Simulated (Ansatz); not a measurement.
Ansatz (a program for electronic structure) input (RPA@PBE/def2-TZVPP):

Ansatz 0.2 input:
```yaml
crystal:
  periodic: [false, false, false]
  atoms:
    - {symbol: Si, position_ang: [-0.28359449, -0.83002781, 0.05205599]}
    - {symbol: C, position_ang: [1.09135074, -2.10117972, -0.05285548]}
    - {symbol: Br, position_ang: [0.09117221, 0.49760919, 1.82450910]}
    - {symbol: Br, position_ang: [-0.28176085, 0.39583635, -1.82994129]}
    - {symbol: H, position_ang: [0.93122572, -2.75132376, -0.91354584]}
    - {symbol: H, position_ang: [1.11189972, -2.70201812, 0.85691710]}
    - {symbol: H, position_ang: [2.04969566, -1.58978422, -0.16489550]}
basis:
  gaussian:
    orbitals: def2-TZVPP
hamiltonian:
  xc: pbe
magnetization: {spin_polarized: true, initial_magnetization: 1}
correlation: {method: rpa, electrons: outside_noble_gas}
```

Output:

```
Functional definition: PBE
integrals: 0.53 GiB planned
1315 factors; integrals over basis functions are off by at most 1.1e-3 eV
mean field: 1.05 GiB planned
mean field evaluation 1: about -149022.7088 eV, gradient 4.5e1 eV
mean field evaluation 2: about -149022.7088 eV, gradient 4.6e1 eV
mean field evaluation 4: about -149031.1922 eV, gradient 1.2e1 eV
mean field evaluation 8: about -149032.1658 eV, gradient 1.3e-1 eV
mean field evaluation 16: about -149032.1659 eV, gradient 1.1e-4 eV
mean field -149032.16586667 eV, -5476.8310779699 hartree, gradient 2.6e-6 eV, S^2 0.752064; 0 other end points of the search recorded, 0 dependent functions left out
34 core orbitals not correlated
reference -148939.54520829 eV, -5473.4273315548 hartree; 13, 12 occupied and 164, 165 virtual orbitals, 1315 factors
Total energy: -148967.27917913 eV, -5474.4465361844 hartree
```

It need not be the lowest isomer of its formula.
